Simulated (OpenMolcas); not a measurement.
An OpenMolcas run meant for Ga2+ (ANO-RCC-VTZP, DKH4; inactive shells 1s 2s 2p 3s 3p 3d; intended active space 1 electron in 4 orbitals (4s 4p)). One step of its input:

```
&CASPT2
Multistate=1 1
Frozen=3 6
IPAE=0.25
Imaginary=0.1
MaxIter=60
WThr=0.0 0.3 0.05
PrWF=0.5
NoMix
```

Lines from the output:

```
|        MOLCAS_PRINT = 2
  |       MOLCAS_SOURCE = <dir>
  |    MOLCAS_STRUCTURE = 0
  |
   --------------------------------------------------------------------------------------
++ ---------   Input file   ---------
>>> COPY JOB001 $Project.JobIph
&CASPT2
Multistate=1 1
Frozen=3 6
IPAE=0.25
Imaginary=0.1
MaxIter=60
WThr=0.0 0.3 0.05
PrWF=0.5
NoMix
-- ----------------------------------
>>> COPY JOB001 a.JobIph
*** symbolic link created: INPORB -> a.RasOrb
--- Start Module: caspt2 at  ---
()()()()()()()()()()()()()()()()()()()()()()()()()()()()()()()()()()()()()()()()()()()()()()()()()()
                                              &CASPT2
                                   only a single process is used
                       available to each process: 2.3 GB of memory, 1 thread
()()()()()()()()()()()()()()()()()()()()()()()()()()()()()()()()()()()()()()()()()()()()()()()()()()
 ###    ERROR: Unrecognized keyword: IPAE                                    ###
--- Stop Module: caspt2 at  /rc=_RC_INPUT_ERROR_ ---
.####################.
.# User input error #.
.####################.
```

Task: What is wrong with the input?

Result: A keyword is misspelt. OpenMolcas reads the first four letters of a keyword, so the setting is refused or falls back to its default.
